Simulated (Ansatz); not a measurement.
The same path of CH5ClFSbSn (10 atoms, charge 0, multiplicity 1) was run twice with different band settings. The coordinate that changes most is the dihedral Sb2–C4–Sn5–H9.

Method: Ansatz 0.2.0, RKS B3LYP/def2-SVP.

Relaxed end points:

```xyz
10
Properties=species:S:1:pos:R:3
F -1.142 1.964 0.486
Sb 0.171 1.344 1.812
Cl -1.222 -0.267 2.914
C 1.014 -0.083 0.422
Sn -0.265 -0.471 -1.320
H 1.183 -1.028 0.961
H 1.986 0.298 0.068
H -1.869 -0.826 -0.844
H -0.194 0.866 -2.392
H 0.421 -1.848 -2.104
```

```xyz
10
Properties=species:S:1:pos:R:3
F 0.525 2.214 -0.501
Sb 1.137 1.521 1.233
Cl -0.917 1.811 2.437
C 0.715 -0.520 0.657
Sn -0.577 -0.681 -1.112
H 0.225 -1.023 1.506
H 1.668 -1.034 0.446
H -1.042 -2.343 -1.199
H -1.973 0.293 -0.947
H 0.324 -0.288 -2.518
```

Common settings: movable images 7; spring 5.0 eV/Å²; start path IDPP; force threshold 0.03 eV/Å; end points relaxed.

| run | climbing image | optimiser | iteration limit |
| --- | --- | --- | --- |
| 1 | yes | quadratic models (default) | 42 |
| 2 | from the first iteration | lbfgs | 43 |

Question: What does each run give, and how far can it be trusted?

Answer: Run 1: converged after 21 iterations, highest image 0.063 eV above the first end. A vibrational analysis at the climbing image gives one clearly imaginary mode, 76i cm⁻¹: a first-order saddle point.
Run 2: converged after 37 iterations, highest image 0.089 eV above the first end. The order of the stationary point at the top wasn't checked.
